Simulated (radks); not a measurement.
Q: Coherent X-ray form factor from a spherical all-electron density. Calculated with a radial shooting solver on a logarithmic mesh with Libxc functionals: scalar-relativistic Kohn-Sham, exchange-only PBE, spin-polarised, spherical densities, finite nucleus; Fermi nuclear charge, rms radius of each element as measured or else 0.836 A^(1/3) + 0.57 fm.

sin(theta)/lambda (1/angstrom)  f0 (electrons)
0.05                                    38.436
0.1                                     36.896
0.15                                    34.739
0.2                                     32.337
0.25                                    29.962
0.3                                     27.766
0.4                                     24.110
0.5                                     21.335
0.6                                     19.136
0.8                                     15.511
1                                       12.421
1.25                                     9.446
1.5                                      7.527
2                                        5.677

The species is in the configuration that NIST lists as its ground one. Which atom or ion scatters so?

A: The niobium ion Nb2+, [Kr] 4d3. Extrapolating in s^2 from the first two rows gives f0(0) = 38.9, near the electron count 39; among species with that count, the fall with angle is slower the higher Z, and the table is that of Z = 41; from so few rows the species is fixed only to a neighbour or two.
